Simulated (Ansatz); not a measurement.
Isolated molecules relaxed with PBE0-D4/def2-TZVP in Ansatz; ΔE leaves out vibrations. CBS: MP2 limit from def2 TZ/QZ plus the TZ coupled-cluster correction, frozen cores. Functionals use def2-TZVPP. For Ga, Se outer-core shells are correlated without core-valence functions, which leaves a few kJ/mol of doubt a bond. Scalar relativity is left out up to krypton. One conformer a species, not always the lowest.

Consider the redistribution: `[SiH3][Se]BCl` + `O=C=[N][GaH][Cl]` → `[SiH3][Se][GaH][Cl]` + `O=C=NBCl`.

```
          level  ΔE (kcal/mol)
        ωB97X-V          -14.7
CCSD/def2-TZVPP          -13.6
  MP2/CBS(def2)          -14.3
 CCSD/CBS(def2)          -14.6
```

Question: What does CCSD(T)/CBS give? (Best estimate.)

Answer: The calculation gave: -14.4 kcal/mol. The listed levels differ from it by -0.3, 0.8, 0.1, -0.2 kcal/mol.

Largest T1 diagnostic among the species: 0.016.

In def2-TZVPP, CCSD(T) changes the Hartree–Fock value by +2.4 kcal/mol (the triples alone add +0.2 kcal/mol) and MP2 by +2.5 kcal/mol.
